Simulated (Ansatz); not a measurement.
System: HSiOF₃, charge 0, singlet. HSiOF3 (trifluoro(hydroxy)silane, SMILES O[Si](F)(F)F).
B3LYP-D3(BJ)/def2-TZVP minimum from Ansatz (a program for electronic structure):
```
Si
F 1 1.5705
F 1 1.5778 2 108.75
F 1 1.5778 2 108.75 3 -115.93
O 1 1.6083 2 107.62 4 -122.04
H 5 0.9599 1 121.11 2 180.00
```
Charge 0, spin multiplicity 1.

Wanted: atomisation energy (electronic, to ground-state atoms), in kcal/mol. UHF or UKS for unpaired electrons; spin-orbit terms are left out. CBS(X,Y): correlation extrapolated as X^-3, Hartree-Fock from the larger set. A bracket is a step between two methods taken in the basis named. The functionals are non-relativistic, so their misses hold any scalar relativity. 'core' is core correlation in cc-pwCVTZ (1s frozen past Ne), 'X2C' scalar relativity in cc-pVTZ-DK, both at CCSD(T). Where a partner has so few electrons that a lower coupled-cluster level is exact, that level stands in.

CCSD(T)/CBS(cc-pV(T+d)Z,cc-pV(Q+d)Z) + [CCSDT(Q) - CCSD(T)]/cc-pV(D+d)Z + core + X2C (Ansatz) gives 659.2 kcal/mol.

What does PBE/def2-TZVPD (Ansatz) give here, and how do the other levels compare?

PBE gives 653.1 kcal/mol, 6.1 kcal/mol below it. Differences of the others: r2SCAN/def2-TZVPD (Ansatz) -9.0; B3LYP/def2-TZVPD (Ansatz) -22.1; CCSD(T)/CBS(cc-pV(T+d)Z,cc-pV(Q+d)Z) + core + X2C (Ansatz) -0.8 kcal/mol. Nearer than PBE: CCSD(T)/CBS(cc-pV(T+d)Z,cc-pV(Q+d)Z) + core + X2C.
